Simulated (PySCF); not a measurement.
## Computed structure and properties of [HoH2]+

System: [HoH2]+ (singlet in the valence; each metal's 4f electrons, 10 of them, lie in its core potential, out of spins and levels); start: template (C2v). Method: PySCF 2.14.0, RKS PBE0, Ho lcecp-1-SVP with ECP56, H def2-SVP; non-relativistic Hamiltonian with scalar-relativistic core potentials where named; density fitting; no spin-orbit coupling.

Input of the relaxation:

```python
mol = gto.M(atom='''
Ho     0.00000     0.00000    -0.01073
H      1.98530    -0.00000     0.87777
H     -1.98530     0.00000     0.87777''',
    basis={'Ho': 'lcecp-1-SVP', 'H': 'def2-SVP'},
    ecp={'Ho': 'lcecp-1-SVP'},
    charge=1, spin=0)
mf = dft.RKS(mol, xc='PBE0')
mf.grids.atom_grid = (50, 194)  # f atoms: unpruned, at least (60, 302)
mf = mf.density_fit()  # fitting sets: Ho AutoAux, H def2-universal-JKFIT
mf.conv_tol = 1e-08; mf.max_cycle = 55
mf.kernel(dm0)  # dm0: converged density of the start geometry
# quasi-Newton relaxation in Cartesian coordinates to a largest gradient under 0.00045 Eh/bohr, steps kept in the point group
```

Run from Python with OMP_NUM_THREADS=2; the lines above give its settings. Where DIIS fails, smearing, a level shift and second-order steps follow.
It took 4.1 s on 2 threads of Intel(R) Xeon(R) Platinum 8375C CPU @ 2.90GHz (Ice Lake) (shared host), from the converged density of the start.

Course of the relaxation:

```
step  energy above end (eV)  largest force component within the symmetry (eV/Å)
   0                 0.7615                                               1.749
   1                 0.4021                                               1.363
   2                 0.0546                                               0.516
   3                 0.0059                                               0.085
   4                 0.0001                                               0.011
   5                 0.0000                                               0.002
```

Relaxed geometry (C2v):

```xyz
3

Ho    0.0000    0.0000   -0.1929
H     1.5005    0.0000    0.9688
H    -1.5005    0.0000    0.9688
```

```json
{"contact": "Ho1–H2 (H)", "Å": "1.898"}
{"contact": "Ho1–H3 (H)", "Å": "1.898"}
```

On the finer grid (75, 302):

```json
{
 "HOMO": "-12.84 eV",
 "LUMO": "-7.89 eV",
 "Dipole about the centre of mass": "4.35 D",
 "Set of Mulliken populations of Ho1 outside the core potential": "s 2.65, p 6.15, d 1.00, f 0.01",
 "D3(BJ) dispersion energy (not in the energies)": "-0.019 eV"
}
```

```
atom  Mulliken (e)  Löwdin (e)  spin (e)
 Ho1          1.19        1.23      0.00
  H2         -0.09       -0.11      0.00
  H3         -0.09       -0.11      0.00
```

The 4f levels lie in the core potential and are missing. Their spin isn't counted.

On the grid (50, 194), as all that follows. Harmonic modes: a minimum; lowest 532 cm⁻¹ (negative: unstable), highest 1693 cm⁻¹, zero-point energy 0.241 eV.

Taking off one H (charge -1, singlet; the rest: singlet) in vacuum, both parts rigid, costs 15.89 eV; the small basis without counterpoise inflates it. Most of it is the attraction of opposite charges; other ways to part are cheaper, and one spin state was tried for the rest.

Rigid scan of H along the line from its metal:

```csv
distance to H2 (Å),energy (eV)
1.60,0.657
1.70,0.259
1.80,0.058
1.90,0.000
2.00,0.047
2.10,0.168
2.30,0.549
2.60,1.263
3.00,2.191
3.50,3.120
```

One start shape was tried, so this needn't be the lowest isomer.

An lcecp potential fixes the number of 4f electrons, so in runs with it no electron can move into or out of that shell.
